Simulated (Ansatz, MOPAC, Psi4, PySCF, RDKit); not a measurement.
Dimer: HBr (SMILES Br) (first 2 atoms) with H4OSi (SMILES O[SiH3]); geometry from B3LYP-D3(BJ)/def2-TZVP, rigid monomers moved along the line of their centres of mass till H2···O3 is 1.71 Å.
(charge 0, multiplicity 1):
```xyz
8

Br    -0.609    -1.156    -0.021
H     -0.155    -0.423     1.135
O      0.382     0.427     2.516
Si    -0.123     0.061     4.061
H      1.066     1.089     2.390
H      1.005    -0.447     4.875
H     -1.153    -0.979     3.889
H     -0.690     1.258     4.723
```

| level | interaction energy (meV) | minus CCSD(T)/CBS(def2-SVPD, def2-TZVPPD) | cost |
|---|---|---|---|
| UFF | 3680.7 | 3818.0 | - |
| PM3 | -396.0 | -258.7 | - |
| HF/STO-3G (no counterpoise) | -409.4 | -272.1 | - |
| HF/6-31G* (no counterpoise) | -110.3 | 27.0 | - |
| HF/def2-SVPD | -25.7 | 111.6 | - |
| PBE/def2-TZVPPD | -162.5 | -25.2 | ×1 |
| PBE-D4/def2-TZVPPD | -210.8 | -73.5 | ×1 |
| r2SCAN/def2-TZVPPD | -182.8 | -45.5 | ×2 |
| r2SCAN-D3(BJ)/def2-TZVPPD | -201.1 | -63.8 | ×2 |
| B3LYP/6-31G* (no counterpoise) | -226.9 | -89.6 | - |
| B3LYP/def2-TZVPPD | -109.3 | 28.0 | ×1 |
| B3LYP-D3(BJ)/def2-TZVPPD | -196.1 | -58.8 | ×1 |
| PBE0-D3(BJ)/def2-TZVPPD | -212.2 | -74.9 | ×1 |
| M06-2X/6-31G* (no counterpoise) | -275.3 | -138.1 | - |
| MP2/6-31G* (no counterpoise) | -244.9 | -107.6 | - |
| SCS-MP2/def2-SVPD | -83.5 | 53.8 | - |
| SCS-MP2/def2-TZVPPD | -97.3 | 40.0 | - |
| CCSD(T)/def2-SVPD | -97.3 | 40.0 | ×4 |
| CCSD(T)/CBS(def2-SVPD, def2-TZVPPD) | -137.3 | 0.0 | ×100* |
| SAPT0/aug-cc-pVDZ | -232.5 | -95.2 | - |

 The comparison column counts from a level with limits of its own.

The rows run from -409.4 (HF/STO-3G (no counterpoise)) to 3680.7 meV (UFF). The dispersion term adds -48.4 in PBE-D4, -18.3 in r2SCAN-D3(BJ), -86.9 in B3LYP-D3(BJ). The 3 functionals in def2-TZVPPD without D3 or D4 span 73.6, from r2SCAN to B3LYP.

Counterpoise-corrected where a basis set is named; no monomer relaxation. Rows marked so take none. RDKit's UFF carries no charges.

Frozen-core correlation. Filled d and f shells under p-block atoms count as core. CBS: X⁻³ extrapolation of the correlation energy, Hartree–Fock from the larger set. Rows in 6-31G*, STO-3G carry no dispersion term and start afresh at each structure (6-31G* with six Cartesian d functions); the Pople sets are all-electron and without relativity. MP2/6-31G* freezes PySCF's default core, which leaves 3d correlated. The state reached by PM3 isn't checked.

The values were computed with Ansatz (a quantum-chemistry and plane-wave program) with Gaussian orbitals; MOPAC for PM3 (differences of heats of formation); Psi4 for SAPT; PySCF for 6-31G* rows, STO-3G rows, the dispersion terms; RDKit for the force fields. Values without a source in brackets are computed.

Costs are rough ratios of core time to PBE/def2-TZVPPD (about 6 s over the structures, on one shared machine); a dash marks a level with no comparable run of its own. A star marks coupled-cluster runs past 200 virtual orbitals, where the program's memory plan changes under this machine's limit, so their costs aren't comparable with smaller runs.
